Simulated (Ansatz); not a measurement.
Relaxation of the cluster Bi2Te3⁻ with UKS r2SCAN-D4/def2-SVPD.

```sh
$ ansatz run in.yaml --threads 4 --pin off --events-out ev --progress --plain --max-ram 4787MiB
```

```yaml
crystal:
  periodic: [false, false, false]
  atoms:
    - {symbol: Bi, position_ang: [-1.640770, 1.067420, 1.469310]}
    - {symbol: Bi, position_ang: [1.238550, -0.064970, -1.083350]}
    - {symbol: Te, position_ang: [-1.525460, 0.891610, -1.361170]}
    - {symbol: Te, position_ang: [1.172350, 0.786890, 1.728650]}
    - {symbol: Te, position_ang: [0.755330, -2.680960, -0.753440]}
basis:
  gaussian: {orbitals: def2-SVPD}
total_charge: -1
magnetization: {spin_polarized: true, initial_magnetization: 1}
hamiltonian: {xc: r2scan, dispersion: d4}
scf: {lower_state_search: "off"}
output: {orbitals: {seedname: orbitals}}
relax: {f_tol: 0.02, max_steps: 100}
```

Run time 1.9 min (4 threads of Arm Neoverse V2 on a shared host).

Positions (Å) and forces (eV/Å) at steps 1, 2, 3, 4, 5, 6, 7, 8, 9, 10, 12 of 12:

```xyz
5
step=1 energy=-33581.6655 eV
Bi   -1.641    1.067    1.469   -0.073    0.082    0.071
Bi    1.239   -0.065   -1.083    0.348    0.133   -0.296
Te   -1.525    0.892   -1.361   -0.557    0.299   -0.259
Te    1.172    0.787    1.729    0.187    0.268    0.593
Te    0.755   -2.681   -0.753    0.095   -0.783   -0.109
5
step=2 energy=-33581.7920 eV
Bi   -1.636    1.112    1.467    0.122    0.042   -0.108
Bi    1.220   -0.113   -1.068   -0.290   -0.425    0.236
Te   -1.627    0.975   -1.404    0.138    0.007    0.157
Te    1.203    0.864    1.838   -0.134    0.017   -0.156
Te    0.840   -2.838   -0.832    0.164    0.360   -0.129
5
step=3 energy=-33581.8264 eV
Bi   -1.652    1.171    1.483    0.045    0.058   -0.038
Bi    1.179   -0.177   -1.036   -0.051   -0.097    0.041
Te   -1.612    1.005   -1.369   -0.016   -0.035    0.017
Te    1.172    0.896    1.819   -0.020   -0.035    0.013
Te    0.912   -2.895   -0.897    0.042    0.109   -0.033
5
step=4 energy=-33581.8519 eV
Bi   -1.631    1.370    1.472    0.023    0.058   -0.018
Bi    1.143   -0.197   -1.005   -0.002    0.027    0.002
Te   -1.668    0.928   -1.351   -0.001   -0.048    0.029
Te    1.144    0.817    1.869   -0.031   -0.047   -0.005
Te    1.012   -2.919   -0.985    0.011    0.011   -0.009
5
step=5 energy=-33581.8708 eV
Bi   -1.616    1.568    1.465    0.191   -0.050   -0.168
Bi    1.130   -0.204   -0.993   -0.032    0.045    0.030
Te   -1.712    0.838   -1.318   -0.004   -0.007    0.165
Te    1.102    0.727    1.904   -0.165   -0.001   -0.019
Te    1.096   -2.928   -1.058    0.009    0.013   -0.008
5
step=6 energy=-33581.8832 eV
Bi   -1.549    1.746    1.412    0.253   -0.162   -0.225
Bi    1.078   -0.197   -0.949    0.052   -0.012   -0.044
Te   -1.781    0.741   -1.298    0.004    0.062    0.310
Te    1.070    0.628    1.966   -0.306    0.075   -0.044
Te    1.181   -2.918   -1.132   -0.003    0.037    0.004
5
step=7 energy=-33581.9128 eV
Bi   -1.448    1.898    1.330    0.005    0.026   -0.005
Bi    1.072   -0.184   -0.943   -0.052    0.038    0.046
Te   -1.842    0.642   -1.215    0.064   -0.016    0.048
Te    0.975    0.530    2.011   -0.038   -0.013   -0.070
Te    1.242   -2.886   -1.184    0.021   -0.035   -0.020
5
step=8 energy=-33581.9129 eV
Bi   -1.450    1.898    1.327    0.020    0.030    0.022
Bi    1.072   -0.181   -0.942   -0.010    0.009    0.055
Te   -1.831    0.633   -1.212    0.016   -0.013    0.020
Te    0.977    0.536    2.016   -0.049   -0.007   -0.078
Te    1.233   -2.885   -1.189    0.023   -0.019   -0.019
5
step=9 energy=-33581.9188 eV
Bi   -1.403    1.987    1.293    0.007    0.003   -0.005
Bi    1.051   -0.189   -0.924    0.010    0.038   -0.007
Te   -1.861    0.595   -1.168   -0.011    0.006    0.016
Te    0.925    0.487    2.024   -0.018    0.006    0.007
Te    1.287   -2.880   -1.225    0.012   -0.053   -0.012
5
step=10 energy=-33581.9197 eV
Bi   -1.385    2.022    1.279    0.002    0.002   -0.001
Bi    1.047   -0.193   -0.921    0.000   -0.001    0.001
Te   -1.872    0.582   -1.146   -0.010    0.001   -0.007
Te    0.902    0.472    2.030    0.005    0.001    0.010
Te    1.308   -2.883   -1.242    0.003   -0.003   -0.003
5
step=12 energy=-33581.9197 eV
Bi   -1.378    2.030    1.273    0.000    0.001    0.001
Bi    1.042   -0.196   -0.916    0.002    0.001   -0.002
Te   -1.878    0.580   -1.144   -0.001   -0.002   -0.002
Te    0.898    0.470    2.036    0.001   -0.001    0.002
Te    1.316   -2.884   -1.249   -0.001    0.001    0.001
```

In the def2 sets Bi, Te take a core potential; there is no spin–orbit coupling. The relaxation made no stability test and no search for a lower SCF solution. The structure comes from a short search, and lower isomers may exist.
